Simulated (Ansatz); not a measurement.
Molecule: ethynyl(dimethyl)borane, C₄H₇B, net charge 0, singlet state. SMILES: CB(C)C#C
Geometry: optimised at B3LYP-D3(BJ)/def2-TZVP (Ansatz, a first-principles code).

Property: vertical ionisation energy (to the doublet state of charge +1; each state is the SCF solution reached for its spin), in eV. Cores are frozen in the correlated levels unless marked. Open shells are spin-unrestricted. No spin-orbit coupling. No relativistic terms. CBS(X,Y): correlation extrapolated as X^-3; Hartree-Fock from the larger set. [CCSD(T)-MP2]/basis is that difference in the basis named.

```csv
level,program,vertical ionisation energy (eV)
BHLYP/def2-TZVPD,Ansatz,9.92
wB97M-V/def2-TZVPD,Ansatz,10.07
SCS-MP2/aug-cc-pVTZ,Ansatz,10.61
"RI-MP2/CBS(aug-cc-pVTZ,aug-cc-pVQZ)+[CCSD(T)-MP2]/aug-cc-pVTZ",Ansatz,?
```

Task: Complete the blanks.

Result: 
- RI-MP2/CBS(aug-cc-pVTZ,aug-cc-pVQZ)+[CCSD(T)-MP2]/aug-cc-pVTZ, vertical ionisation energy (eV): 10.40
